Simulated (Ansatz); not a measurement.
One change: `[NH2][Al]([F])[SH]` becomes `[NH2][Al]([F])[PH2]`.

Ansatz, PBE0-D4/def2-TZVP geometries, multiplicity 1. Each molecule was computed in one conformer, which needn't be the lowest.

| property | `[NH2][Al]([F])[SH]` |
| --- | --- |
| HOMO energy (PBE/def2-TZVPP) / eV | -6.24 |
| LUMO energy (PBE/def2-TZVPP) / eV | -1.24 |
| size of the dipole moment (B3LYP/def2-TZVPP) / D | 1.55 |
| size of the dipole moment (ωB97M-V/def2-TZVPP) / D | 1.54 |
| HOMO–LUMO gap (B3LYP/def2-TZVPP) / eV | 6.61 |
| HOMO–LUMO gap (ωB97M-V/def2-TZVPP) / eV | 10.98 |

Problem. What does the change do to each property? (Estimate.)

Solution. Ansatz gave: 
```tsv
property	`[NH2][Al]([F])[PH2]`	shift
HOMO energy (PBE/def2-TZVPP) / eV	-6.29	-0.05
LUMO energy (PBE/def2-TZVPP) / eV	-1.13	0.11
size of the dipole moment (B3LYP/def2-TZVPP) / D	2.25	0.70
size of the dipole moment (ωB97M-V/def2-TZVPP) / D	2.23	0.69
HOMO–LUMO gap (B3LYP/def2-TZVPP) / eV	6.70	0.09
HOMO–LUMO gap (ωB97M-V/def2-TZVPP) / eV	10.86	-0.12
```

The zero-point energy changes by 20.8 kJ/mol with +3 modes. Dipoles are sizes alone; their direction can turn.

B3LYP here is the variant with VWN-RPA as its local correlation; programs differ in this.
